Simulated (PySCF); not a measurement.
SMILES Cc1ccccc1S at its GFN2-xTB optimised geometry (Å):

```
16

C     -1.5725    -2.0236     0.0009
C     -0.8218    -0.7305     0.0000
C     -1.4764     0.4916     0.0011
C     -0.7726     1.6840     0.0022
C      0.6107     1.6665     0.0012
C      1.2862     0.4598     0.0000
C      0.5749    -0.7305     0.0000
S      1.4145    -2.2913     0.0005
H     -2.6454    -1.8529    -0.0225
H     -1.3256    -2.6014     0.8920
H     -1.2903    -2.6240    -0.8643
H     -2.5568     0.5062     0.0014
H     -1.3035     2.6240     0.0036
H      1.1696     2.5902     0.0014
H      2.3673     0.4449    -0.0010
H      2.6454    -1.7821    -0.0005
```

Level of theory: CAM-B3LYP/def2-TZVP (PySCF). Cells within 0.4 Å of a nucleus heavier than hydrogen are left out (blank, or x).

Map of the electrostatic potential (hartree/e), clipped to [-0.08, 0.12] on the plane z = 0.0 Å:

```
|11111111111111111111111111111|
|11111111111111111111111111111|
|11111111111111111111111111111|
|11111111222221112222211111111|
|11111112245432223443221111111|
|11111112499963237996321111111|
|11111112699996579999421111111|
|11111112599999999999422111111|
|11111122499999999998322111111|
|11111223499xx99xx997322221111|
|11122345899xx99xx999643222111|
|11123699999999999999997432211|
|112249999xx999999xx9999632211|
|112249999xx999999xx9999732211|
|11223799999999999999999632221|
|111224569999x999x999986433221|
|11122334799xx99xx999766543221|
|111234779999x999x999999853221|
|11224999999999999999999964221|
|112259999xx999999999999974221|
|111249999xx999999xxx999963221|
|111235999999968999x9999743211|
|11111235999964599999996432211|
|11111112355422259999974221111|
|11111111111111112577532211111|
|11111111111100000011111111111|
|11111111000000000000011111111|
|11111100000000000000000011111|
|11111000000000000000000000011|
```
Scale: ten equal steps from -0.013 (start of '0') to 0.120 (end of '9'), in the order '0123456789'; x runs from -5.00 to 5.00, y from -5.00 (bottom) to 5.00 (top).
